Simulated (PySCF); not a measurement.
UHF on P⁺ (phosphorus, charge +1)

Configuration: [Ne] 3s2 3p2, high-spin 3P determinant. Computed with PySCF 2.14 in x2c-TZVPall (5s5p2d1f, 37 functions), with the spin-free X2C one-electron Hamiltonian (Gaussian nucleus).

```
Total energy                                                  : -341.162278 hartree
One-electron energy                                           : -466.8985 hartree
Hartree (Coulomb) energy                                      : 148.1902 hartree
Exchange energy                                               : -22.4540 hartree
⟨S²⟩                                                          : 2.0130
⟨L²⟩                                                          : 2.039
Sum of ⟨r⟩                                                    : 12.09 bohr
Sum of ⟨r²⟩                                                   : 20.93 bohr²
Traceless quadrupole moment −½Σ⟨3z² − r²⟩ along its main axis : 2.14 e·bohr²
Langevin diamagnetic susceptibility                           : -16.6 ×10⁻⁶ cm³/mol
Time after the integrals                                      : 0.11 s of wall time on 1 thread of Intel(R) Xeon(R) Platinum 8375C CPU @ 2.90GHz (shared host)
```

| shell | electrons | mean orbital energy (hartree) | spread (hartree) | rms radius, mean of both spins (bohr) |
| --- | --- | --- | --- | --- |
| 1s α | 1 | -80.60680 | 0 | 0.120 |
| 1s β | 1 | -80.58863 | 0 | 0.120 |
| 2s α | 1 | -7.95916 | 0 | 0.560 |
| 2s β | 1 | -7.94098 | 0 | 0.560 |
| 2p α | 3 | -5.81710 | 0.01700 | 0.539 |
| 2p β | 3 | -5.78353 | 0.02010 | 0.539 |
| 3s α | 1 | -1.14155 | 0 | 1.99 |
| 3s β | 1 | -0.93788 | 0 | 1.99 |
| 3p α | 2 | -0.72459 | 0 | 2.31 |

Densities and radii are taken from the X2C orbitals without a picture-change correction, which distorts them close to the nucleus.
